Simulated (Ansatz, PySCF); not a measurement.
Gas-phase reaction (SMILES): C[SiH](C)[SiH2]Cl -> C[SiH][SiH2]Cl + [CH3] (CH3); the C-Si bond at the site shown breaks (other sites are not compared here).

Each molecule is optimised on its own at B3LYP-D3(BJ)/def2-TZVP (Ansatz, a quantum-chemistry and plane-wave program), one conformer each, not searched for the lowest. Correlated levels leave the core frozen unless marked. UHF or UKS for open shells. No spin-orbit coupling. No relativistic terms. CBS marks a two-point X^-3 extrapolation of the correlation energy; Hartree-Fock from the larger set. Thermal terms are rigid-rotor harmonic-oscillator values from B3LYP-D3(BJ) frequencies (Ansatz or PySCF) at 298.15 K and 1 atm. 1 Eh = 627.5095 kcal/mol.

```csv
species,"E, CCSD(T)/CBS(cc-pV(T+d)Z,cc-pV(Q+d)Z) (Ansatz) (Eh)","E, r2SCAN-D4/def2-TZVPD (Ansatz + dftd4) (Eh)",H - E (Eh)
C[SiH](C)[SiH2]Cl,-1119.51418,-1120.81407,0.11155
C[SiH][SiH2]Cl,-1079.58937,-1080.85184,0.07162
[CH3] (CH3),-39.77878,-39.82813,0.03371
```

### Question
Work out ΔE and ΔH at 298.15 K at the first level, then ΔH at the second.

### Answer

1. ΔE = [(-1079.58937) + (-39.77878)] - [(-1119.51418)] = 0.14603 Eh = 91.6 kcal/mol at CCSD(T)/CBS(cc-pV(T+d)Z,cc-pV(Q+d)Z).
2. The terms H - E add up to -0.00622 Eh, so ΔH = (0.14603 + (-0.00622))×627.5095 = 87.7 kcal/mol.
3. At r2SCAN-D4/def2-TZVPD the same steps give ΔE = 84.1 and ΔH = 80.2 kcal/mol, a shift of -7.5 from the first level.
4. These values are not checked against measurement here, since the tables used lack a sound gas-phase enthalpy of formation for at least one species.
